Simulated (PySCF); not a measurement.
C₂H₇BFNO, SMILES FB(O)NCC. Atoms are numbered in the order given.

```xyz
13

C     -2.4725    -0.4763     0.1571
C     -1.3651     0.5273     0.4881
N     -0.2550     0.4935    -0.4466
B      1.0459     0.0130    -0.1840
O      1.9967    -0.0166    -1.1772
F      1.3641    -0.4190     1.0661
H     -2.0803    -1.5135     0.1687
H     -2.8970    -0.2883    -0.8516
H     -3.3045    -0.4096     0.8880
H     -0.9573     0.3176     1.4975
H     -1.7973     1.5536     0.5362
H     -0.4728     0.7833    -1.4015
H      2.8394    -0.3655    -0.8397
```

Geometry: PBE-D3(BJ)/def2-SVP. This is a generated structure with no PubChem entry under its InChIKey; it may be hypothetical. The values are those of a single conformer.

Calculation: PBE0/pcSseg-1 (PySCF).

GIAO shieldings, no solvent; atoms listed in one row are averaged. δ = σ(ref) − σ: ¹³C against TMS (σ = 186.3 ppm); ¹⁵N against NH3 (σ = 267.4 ppm); ¹¹B against BF3 (σ = 88.8 ppm); ¹⁷O against H2O (σ = 334.2 ppm); ¹⁹F against CFCl3 (σ = 167.2 ppm); ¹H against TMS (σ = 31.56 ppm), references at their B3LYP-D3(BJ)/def2-TZVP geometries, non-relativistic.

Q: Estimate the chemical shifts. (An estimate is asked for; the answer gives what the named calculation found.)

A: 
```json
[
 {"nucleus": "¹³C", "atoms": "C2", "count": "1", "δ (ppm)": "41.6"},
 {"nucleus": "¹³C", "atoms": "C1", "count": "1", "δ (ppm)": "25.4"},
 {"nucleus": "¹⁵N", "atoms": "N3", "count": "1", "δ (ppm)": "80.9"},
 {"nucleus": "¹¹B", "atoms": "B4", "count": "1", "δ (ppm)": "8.5"},
 {"nucleus": "¹⁷O", "atoms": "O5", "count": "1", "δ (ppm)": "84.7"},
 {"nucleus": "¹⁹F", "atoms": "F6", "count": "1", "δ (ppm)": "-151.4"},
 {"nucleus": "¹H", "atoms": "H10", "count": "1", "δ (ppm)": "3.58"},
 {"nucleus": "¹H", "atoms": "H13", "count": "1", "δ (ppm)": "3.30"},
 {"nucleus": "¹H", "atoms": "H11", "count": "1", "δ (ppm)": "3.26"},
 {"nucleus": "¹H", "atoms": "H12", "count": "1", "δ (ppm)": "2.53"},
 {"nucleus": "¹H", "atoms": "H7, H8, H9", "count": "3", "δ (ppm)": "1.57"}
]
```
